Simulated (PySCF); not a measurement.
**Electron correlation in N⁺ (nitrogen, charge +1)**

[He] 2s1 2p3, high-spin 5S determinant (an excited configuration). All numbers are calculated (PySCF 2.14, the spin-free X2C one-electron Hamiltonian (Gaussian nucleus), in x2c-QZVPPall). Frozen: 1s2; 4 electrons correlated.

```
  level  correlation energy (mhartree)
   CCSD                         -34.91
    (T)                          -0.22
CCSD(T)                         -35.13
```

Diagnostics: T1 = 0.0018, D1 = 0.0028, largest double amplitude 0.019.

Cost of the coupled-cluster step: roughly 0.7 core-seconds, for 4 correlated electrons.
